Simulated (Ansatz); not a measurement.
## Abstraction of F: C3H7FO + CHBrCl → C3H7O + CHBrClF

Species: C3H7FO (2-fluoroethyl methyl ether) `COCCF`, singlet; CHBrCl `Cl[CH]Br`, doublet; C3H7O `[CH2]COC`, doublet; CHBrClF (bromochlorofluoromethane) `FC(Cl)Br`, singlet. A radical takes F: the energy is the difference in strength between two C–F bonds in different surroundings.

Shapes, held fixed at every level: PBE0-D4/def2-TZVP. Flexible molecules stand in one conformer, not always the lowest. Programs: Ansatz 0.2.0. The zero-point and thermal change to 298 K, harmonic and unscaled (PBE0-D4/def2-TZVP), is -6.4 kJ/mol.

```
                level                   kind  ΔH(298 K) (kJ/mol)  less CCSD(T)/def2-TZVPP
     SPW92/def2-TZVPP                    LDA               +21.2                     +3.0
    PBE-D4/def2-TZVPP                    GGA               +17.2                     -1.0
r2SCAN0-D4/def2-TZVPP          global hybrid               +13.7                     -4.5
         MP2/def2-SVP    perturbation theory               +15.9                     -2.3
     CCSD(T)/def2-SVP  coupled cluster or CI               +21.4                     +3.2
        CCSD/def2-SVP  coupled cluster or CI               +21.7                     +3.5
      CCSD/def2-TZVPP  coupled cluster or CI               +18.5                     +0.3
   CCSD(T)/def2-TZVPP  coupled cluster or CI               +18.2                      0.0
```

The highest level, CCSD(T)/def2-TZVPP, gives ΔH(298 K) = +18.2 kJ/mol; the levels span +13.7 to +21.7. The column of differences is taken from that level and isn't an error. No measured value is set beside it here. Open shells run unrestricted unless RO is named. Relativity is left out for Br unless named. Correlated rows may include outer-core shells of Br, which these sets cover unevenly.
